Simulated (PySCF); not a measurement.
A species of formula C7H11F has this rotational fingerprint, computed with PBE0/def2-SVPD in PySCF (dipole) on a GFN2-xTB geometry, gas phase:

| Quantity | Value |
| --- | --- |
| Rotational constants | A = 3130, B = 1726, C = 1218 MHz |
| Dipole components | \|μa\| = 1.56 D, \|μb\| = 1.13 D, \|μc\| = 0.17 D |
| Inertial defect | -39.53 u·Å² |
| κ | -0.47 |

Question: Which structure is it? (One computed conformer of each.)
A. `[CH2:1]=[C:2]([F:3])[CH:4]1[CH2:5][CH2:6][CH2:7][CH2:8]1` with C1–C2–C4–C5 -123°, C2–C4–C5–C6 -140°, C4–C5–C6–C7 -9°, C5–C6–C7–C8 32°, C6–C7–C8–C4 -43°
B. `F[C@]12CC[C@H](CC1)C2`
C. `[F:1][CH2:2][C:3]1=[CH:4][CH2:5][CH2:6][CH2:7][CH2:8]1` with F1–C2–C3–C4 -2°, C3–C4–C5–C6 -16°, C4–C5–C6–C7 47°, C5–C6–C7–C8 -64°, C6–C7–C8–C3 48°
D. `[CH2:1]=[C:2]1[CH2:3][CH2:4][CH2:5][C@H:6]([F:7])[CH2:8]1` with C1–C2–C3–C4 122°, C2–C3–C4–C5 56°, C3–C4–C5–C6 -58°, C4–C5–C6–F7 179°
E. `[CH3:1][C@@H:2]1[CH2:3][C@H:4]([F:5])[C@@H:6]2[CH2:7][C@H:8]12` with C1–C2–C3–C4 -150°, C2–C3–C4–F5 147°, C3–C4–C6–C7 49°, C4–C6–C7–C8 -96°
F. `[CH2:1]=[CH:2][C@@H:3]1[C@H:4]([CH3:5])[CH2:6][C@H:7]1[F:8]` with C1–C2–C3–C4 -118°, C2–C3–C4–C5 -17°, C3–C4–C6–C7 13°, C4–C6–C7–F8 -131°, C2–C3–C7–C6 135°

Answer: D. It is C=C1CCC[C@H](F)C1, an asymmetric top, point group C1. The candidates at the same level (rigid rotor, commonest isotopes):

```json
{"SMILES": "C=C[C@@H]1[C@H](C)C[C@H]1F", "A (MHz)": "2378", "B (MHz)": "1851", "C (MHz)": "1155", "μa (D)": "0.85", "μb (D)": "1.77", "μc (D)": "0.16", "Δ (u·Å²)": "-48.01", "point group": "C1", "rotor": "asymmetric top"}
{"SMILES": "FCC1=CCCCC1", "A (MHz)": "4136", "B (MHz)": "1342", "C (MHz)": "1065", "μa (D)": "1.59", "μb (D)": "1.28", "μc (D)": "0.04", "Δ (u·Å²)": "-24.26", "point group": "C1", "rotor": "asymmetric top"}
{"SMILES": "F[C@]12CC[C@H](CC1)C2", "A (MHz)": "3195", "B (MHz)": "2186", "C (MHz)": "1843", "μa (D)": "2.09", "μb (D)": "0.00", "μc (D)": "0.09", "Δ (u·Å²)": "-115.26", "point group": "Cs", "rotor": "asymmetric top"}
{"SMILES": "C[C@@H]1C[C@H](F)[C@@H]2C[C@@H]21", "A (MHz)": "3436", "B (MHz)": "1763", "C (MHz)": "1403", "μa (D)": "1.80", "μb (D)": "0.40", "μc (D)": "1.15", "Δ (u·Å²)": "-73.38", "point group": "C1", "rotor": "asymmetric top"}
{"SMILES": "C=C1CCC[C@H](F)C1", "A (MHz)": "3130", "B (MHz)": "1726", "C (MHz)": "1218", "μa (D)": "1.56", "μb (D)": "1.13", "μc (D)": "0.17", "Δ (u·Å²)": "-39.53", "point group": "C1", "rotor": "asymmetric top"}
{"SMILES": "C=C(F)C1CCCC1", "A (MHz)": "4122", "B (MHz)": "1327", "C (MHz)": "1275", "μa (D)": "0.95", "μb (D)": "0.63", "μc (D)": "1.13", "Δ (u·Å²)": "-106.96", "point group": "C1", "rotor": "near-prolate asymmetric top"}
```

`C[C@@H]1C[C@H](F)[C@@H]2C[C@@H]21` has C 15 % too high; `FCC1=CCCCC1` has A 32 % too high; `C=C[C@@H]1[C@H](C)C[C@H]1F` has A 24 % too low; `C=C(F)C1CCCC1` has A 32 % too high; `F[C@]12CC[C@H](CC1)C2` has C 51 % too high. No structure here is proved a minimum.
